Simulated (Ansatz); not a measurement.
Geometry optimisation, Ansatz, RKS r2SCAN/def2-SVP.

Input:

```yaml
crystal:
  periodic: [false, false, false]
  atoms:
    - { symbol: Zr, position_ang: [0.0, 0.0, 0.0] }
    - { symbol: "N", position_ang: [0.0, 0.0, 2.56] }
    - { symbol: H, position_ang: [-0.877, -0.2713, 3.09] }
    - { symbol: H, position_ang: [0.877, 0.2713, 3.09] }
    - { symbol: F, position_ang: [1.8671, 0.0, -0.6593] }
    - { symbol: F, position_ang: [-0.9326, 1.6157, -0.6593] }
    - { symbol: F, position_ang: [-0.9326, -1.6157, -0.6593] }
    - { symbol: Cl, position_ang: [-2.6761, 0.0085, 0.8892] }
    - { symbol: H, position_ang: [-1.4093, 0.0045, 2.2106] }
basis:
  gaussian: { orbitals: def2-SVP }
hamiltonian:
  xc: r2scan
relax:
  f_tol: 0.15
  max_steps: 25
  restrain:
    - { distance: [0, 7], at: 2.52, k: 30.0 }
    - { distance: [8, 1], at: 1.06, k: 30.0 }
    - { distance: [0, 1], at: 3.41, k: 30.0 }
    - { distance: [8, 7], at: 2.57, k: 30.0 }
```

Run as:

```bash
$ ansatz run input.yaml --threads 4 --pin off --max-ram 5120MiB --backend cpu --events-out ev --progress --plain --runs-dir out
```

Problem. Where does it end, and by what steps?

Solution. The forces met the threshold. The restraints hold the end off the free minimum; the threshold counts their pulls, which the force column leaves out. Restrained pairs: Zr1–Cl8 (2.82 → 2.48 Å), N2–H9 (1.45 → 1.04 Å), Zr1–N2 (2.56 → 3.39 Å), Cl8–H9 (1.83 → 2.58 Å). After 19 steps the energy has fallen by 4.614 eV (the restraints' own energy left out); F6 moved furthest, 1.81 Å.

```tsv
step	energy less start (eV)	largest force component (eV/Å)	accepted
0	0.0000	3.354	yes
1	0.6756	4.765	yes
2	0.1494	4.886	yes
3	-1.3821	3.158	yes
4	-2.6971	2.967	yes
5	-3.4872	2.538	yes
6	-3.9206	2.067	yes
7	-4.2173	1.276	yes
8	-4.3511	1.008	yes
9	-4.3650	1.074	yes
10	-4.4048	0.995	yes
11	-4.4318	1.004	yes
12	-4.4515	0.859	yes
13	-4.5051	0.944	yes
14	-4.5360	0.914	yes
15	-4.5477	0.970	no
16	-4.5684	1.054	yes
17	-4.5908	1.160	yes
18	-4.6068	1.100	yes
19	-4.6143	1.287	yes
```

```xyz
9
Properties=species:S:1:pos:R:3
Zr -0.501 0.209 -0.477
N -0.192 -0.383 2.844
H -0.348 -1.275 3.312
H 0.519 0.115 3.379
F 1.228 0.937 -0.219
F -0.925 0.730 -2.242
F -0.487 -1.684 -0.566
Cl -2.307 1.199 0.910
H -1.071 0.166 2.921
```

Run time: 28 s on 4 threads of AMD EPYC 9R45 96-Core Processor (Zen 5) (shared host), peak memory 0.23 GiB.
